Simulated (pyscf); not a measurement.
Single points on ωB97X-D3(BJ)/def2-SVP structures (PySCF, gas phase). MP2 and CC: frozen core, UHF for open shells. ΔMP2 is the change of the MP2 total energy from the triple- to the quadruple-zeta basis. Singlets are restricted, triplets unrestricted.

Singlet (Å):
```xyz
3

F      0.8608     0.0847    -1.6122
Pb     1.6785     0.7652     0.1407
Br     0.3604    -0.7604     1.7771
```

Triplet (Å):
```xyz
3

F      1.3235    -1.5473    -0.3041
Pb     0.1391    -0.0927    -1.1658
Br    -0.5428     2.3480    -0.3026
```

Question: For these two minima of F–Pb:–Br, which spin state lies lower at CCSD(T)/def2-TZVPP + ΔMP2(QZVPP), and by how much (electronic energies)?

Answer: The singlet, by 81.9 kcal/mol. Zero-point energy shifts E(triplet) − E(singlet) by -0.3 kcal/mol. 

E(triplet) − E(singlet) by level (kcal/mol):

```tsv
level	gap
ωB97X-D3(BJ)/def2-TZVP	+81.5
PBE/def2-TZVP	+75.7
r²SCAN/def2-TZVP	+75.7
B3LYP-D3(BJ)/def2-TZVP	+77.6
PBE0-D3(BJ)/def2-TZVP	+77.1
M06-2X/def2-TZVP	+76.5
ωB97M-D3(BJ)/def2-TZVP	+78.8
HF/def2-TZVP	+68.2
MP2/def2-QZVPP	+87.5
CCSD/def2-TZVPP	+80.0
CCSD(T)/def2-TZVPP	+80.3
CCSD(T)/def2-TZVPP + ΔMP2(QZVPP)	+81.9
```

The triplet is the lowest one reached from the SCF start used. The CCSD(T) − MP2 part came from Ansatz, without density fitting, on the same reference. The frozen core leaves the outer d or s,p core shells of the metals and heavy elements correlated in the MP2 and CC values, and def2-TZVPP describes them poorly, which can shift differences by a few kcal/mol. Elements up to Kr have no core potential and no relativistic terms here. Elements past Kr carry the def2 core potentials, without spin-orbit coupling.
